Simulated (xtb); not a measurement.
xtb input (GFN2-xTB):

```bash
xtb mol.xyz --gfn 2 --sp --chrg -1 --uhf 0
```
mol.xyz:
```
7

F      2.08191450     0.10832447     0.08736021
C      0.74397233    -0.14225079     0.12532136
N      0.25676033    -1.19754960     0.64047155
C     -1.16938794    -1.24966262     0.56914041
C     -1.64417593    -0.13311976    -0.04425398
S     -0.34102248     1.02492355    -0.55651814
H     -2.66064380     0.15934918    -0.26649915
```

End of the output:

```
         :::::::::::::::::::::::::::::::::::::::::::::::::::::
         ::                     SUMMARY                     ::
         :::::::::::::::::::::::::::::::::::::::::::::::::::::
         :: total energy             -17.968389542204 Eh    ::
         :: gradient norm              0.045788045242 Eh/a0 ::
         :: HOMO-LUMO gap              2.165279123423 eV    ::
         ::.................................................::
         :: SCC energy               -18.111742829609 Eh    ::
         :: -> isotropic ES            0.128386982420 Eh    ::
         :: -> anisotropic ES         -0.003257476660 Eh    ::
         :: -> anisotropic XC          0.003788550851 Eh    ::
         :: -> dispersion             -0.006037879457 Eh    ::
         :: repulsion energy           0.143353287406 Eh    ::
         :: add. restraining           0.000000000000 Eh    ::
         :: total charge              -1.000000000000 e     ::
         :::::::::::::::::::::::::::::::::::::::::::::::::::::

           -------------------------------------------------
          |                Property Printout                |
           -------------------------------------------------

    * Orbital Energies and Occupations

         #    Occupation            Energy/Eh            Energy/eV
      -------------------------------------------------------------
         1        2.0000           -0.6561201             -17.8539
       ...           ...                  ...                  ...
         4        2.0000           -0.4159958             -11.3198
         5        2.0000           -0.3869157             -10.5285
         6        2.0000           -0.3708905             -10.0924
         7        2.0000           -0.3667321              -9.9793
         8        2.0000           -0.3419656              -9.3054
         9        2.0000           -0.3226179              -8.7789
        10        2.0000           -0.2904201              -7.9027
        11        2.0000           -0.2828775              -7.6975
        12        2.0000           -0.2726379              -7.4189
        13        2.0000           -0.2211680              -6.0183
        14        2.0000           -0.1994867              -5.4283
        15        2.0000           -0.1792277              -4.8770
        16        2.0000           -0.1375964              -3.7442 (HOMO)
        17                         -0.0580238              -1.5789 (LUMO)
        18                         -0.0205631              -0.5595
        19                          0.0323044               0.8790
        20                          0.0559821               1.5233
        21                          0.1579243               4.2973
        22                          0.1957367               5.3263
        23                          0.2042428               5.5577
        24                          0.2319177               6.3108
        25                          0.3313763               9.0172
        26                          0.4397954              11.9674
        27                          0.4840584              13.1719
       ...                                ...                  ...
        30                          0.7653323              20.8258
      -------------------------------------------------------------
                  HL-Gap            0.0795725 Eh            2.1653 eV
             Fermi-level           -0.0978101 Eh           -2.6615 eV

     #   Z          covCN         q      C6AA      α(0)
     1   9 F        0.796    -0.276    12.055     4.101
     2   6 C        2.772     0.276    22.335     7.740
     3   7 N        1.935    -0.311    28.901     7.971
     4   6 C        2.056    -0.219    37.398     9.878
     5   6 C        2.923    -0.030    28.761     8.795
     6  16 S        2.120    -0.385   158.018    21.157
     7   1 H        0.926    -0.054     4.181     3.197

 Mol. C6AA /au·bohr⁶  :       1559.560238
 Mol. C8AA /au·bohr⁸  :      48851.714407
 Mol. α(0) /au        :         62.840240

Wiberg/Mayer (AO) data.
largest (>0.10) Wiberg bond orders for each atom

 ---------------------------------------------------------------------------
     #   Z sym  total        # sym  WBO       # sym  WBO       # sym  WBO
 ---------------------------------------------------------------------------
     1   9 F    1.049 --     2 C    0.913
     2   6 C    3.850 --     3 N    1.688     6 S    1.091     1 F    0.913
                             5 C    0.108
     3   7 N    3.100 --     2 C    1.688     4 C    1.113     6 S    0.211
     4   6 C    3.206 --     5 C    1.805     3 N    1.113     6 S    0.218
     5   6 C    3.857 --     4 C    1.805     7 H    0.970     6 S    0.942
                             2 C    0.108
     6  16 S    2.504 --     2 C    1.091     5 C    0.942     4 C    0.218
                             3 N    0.211
     7   1 H    0.997 --     5 C    0.970
 ---------------------------------------------------------------------------

Topologies differ in total number of bonds
Writing topology from bond orders to xtbtopo.mol

molecular dipole:
                 x           y           z       tot (Debye)
 q only:        0.246       0.337      -0.158
   full:        0.376       0.783      -0.381       2.411
molecular quadrupole (traceless):
                xx          xy          yy          xz          yz          zz
 q only:       -3.987      -0.887      -0.345      -0.231       3.261       4.332
  q+dip:       -3.015      -3.456      -2.679       1.000       5.592       5.694
   full:       -2.698      -3.251      -3.396       0.858       6.415       6.094

           -------------------------------------------------
          | TOTAL ENERGY              -17.968389542204 Eh   |
          | GRADIENT NORM               0.045788045242 Eh/α |
          | HOMO-LUMO GAP               2.165279123423 eV   |
           -------------------------------------------------

------------------------------------------------------------------------
------------------------------------------------------------------------
 total:
Note: The following floating-point exceptions are signalling: IEEE_DENORMAL
normal termination of xtb
 SCF:
```

It need not be the lowest isomer of its formula. Whether it binds its extra electron was not tested at this geometry.
